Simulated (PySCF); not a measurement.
## UHF on Al⁺ (aluminium, charge +1)

Configuration: [Ne] 3s2, closed-shell 1S. Computed with PySCF 2.14 in pcseg-2 (5s4p2d1f, 34 functions), with no relativity, point nucleus.

* Total energy: -241.665111 hartree
* One-electron energy: -333.0581 hartree
* Hartree (Coulomb) energy: 109.2980 hartree
* Exchange energy: -17.9050 hartree
* Kinetic energy: 242.41960 hartree
* ⟨S²⟩: 0.0000
* ⟨L²⟩: 0.000
* Sum of ⟨r⟩: 9.951 bohr
* Sum of ⟨r²⟩: 17.47 bohr²
* Density at the nucleus (Gaussians lack the cusp): 1370 bohr⁻³
* Langevin diamagnetic susceptibility: -13.8 ×10⁻⁶ cm³/mol
* Time after the integrals: 0.13 s of wall time on 1 thread of Intel(R) Xeon(R) Platinum 8559C (shared host)

```
shell  electrons  mean orbital energy (eV)  rms radius, mean of both spins (bohr)
   1s          2                   -1598.7                                  0.140
   2s          2                   -141.59                                  0.679
   2p          6                   -95.512                                  0.675
   3s          2                   -17.734                                   2.62
```
